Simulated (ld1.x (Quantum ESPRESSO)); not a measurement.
# u(r) = r·R(r): atom against pseudo-atom (beryllium)

Columns: radius, all-electron u(r) and pseudo u(r) of the 2s shell (level -9.50 eV) of beryllium in the configuration [He] 2s1.5 2p0; PBE, scalar-relativistic, TM scheme, ld1.x (Quantum ESPRESSO) 7.5.

```
r (bohr)  all-electron   pseudo
   0.210        0.2725  -0.0629
   0.420        0.1630  -0.1313
   0.630       -0.0382  -0.2106
   0.840       -0.2343  -0.3038
   1.050       -0.3943  -0.4082
   1.260       -0.5141  -0.5112
   1.470       -0.5967  -0.5941
   1.680       -0.6451  -0.6448
   1.890       -0.6650  -0.6650
   2.100       -0.6622  -0.6622
   2.310       -0.6425  -0.6425
   2.520       -0.6108  -0.6108
   2.730       -0.5715  -0.5715
   2.940       -0.5279  -0.5279
   3.150       -0.4825  -0.4825
   3.360       -0.4374  -0.4374
   3.570       -0.3938  -0.3938
   3.780       -0.3525  -0.3525
   3.990       -0.3140  -0.3140
   4.200       -0.2785  -0.2785
   4.410       -0.2461  -0.2461
   4.620       -0.2167  -0.2167
   4.830       -0.1902  -0.1902
   5.040       -0.1665  -0.1665
   5.250       -0.1454  -0.1454
   5.460       -0.1266  -0.1266
```

Question: How many radial nodes do the two functions have?

Answer: The all-electron 2s function has n − l − 1 = 1; the pseudo-wave has 0, since the states of the same l below it are removed with the core.

Question: At about which radius was the pseudo-wave matched?

Answer: 1.95 bohr. The columns agree to 0.0005 from 1.68 bohr on; several derivatives are matched, so the curves merge somewhat inside the radius.

Question: Is the pseudo-wave norm-conserving?

Answer: Yes: the TM scheme keeps the norm inside the radius equal to the all-electron one, which fixes the energy derivative of the logarithmic derivative at the level.
